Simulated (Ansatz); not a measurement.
CH3NOSn, relaxed with RKS PBE0-D4/def2-TZVP in the Gaussian-basis code of Ansatz from a PBE-D4/def2-SVP geometry. The force threshold is 0.005 eV/Å; the program also tests the step.

Total charge 0; spin multiplicity 1. Sn: def2 effective core potential. The bonds changed during the relaxation, so this is another structure than the one it started from.

Start:

```xyz
7

O    -1.961    0.607    2.060
C    -1.001    0.435    1.414
N    -0.074    0.211    0.628
Sn   -0.137   -0.628   -1.767
H     0.911    0.356    0.865
H     1.056    0.709   -2.018
H     1.206   -1.690   -1.184
```

| step | energy (eV) | largest force (eV/Å) | largest move (Å) |
| --- | --- | --- | --- |
| 1 | -10450.3953 | 1.813 | 0.000 |
| 2 | -10450.4352 | 0.285 | 0.083 |
| 3 | -10450.4434 | 0.071 | 0.037 |
| 4 | -10450.4438 | 0.060 | 0.008 |
| 5 | -10450.4440 | 0.037 | 0.008 |
| 6 | -10450.4441 | 0.018 | 0.009 |
| 7 | -10450.4442 | 0.005 | 0.002 |

End:

```xyz
7

O    -1.939    0.584    1.996
C    -0.982    0.423    1.377
N    -0.042    0.215    0.628
Sn   -0.141   -0.616   -1.735
H     0.916    0.369    0.905
H     1.020    0.702   -2.002
H     1.167   -1.677   -1.170
```

It took 23 s on 2 threads of an Arm Neoverse V2 on a shared host, with 0.33 GiB of host memory at the peak.
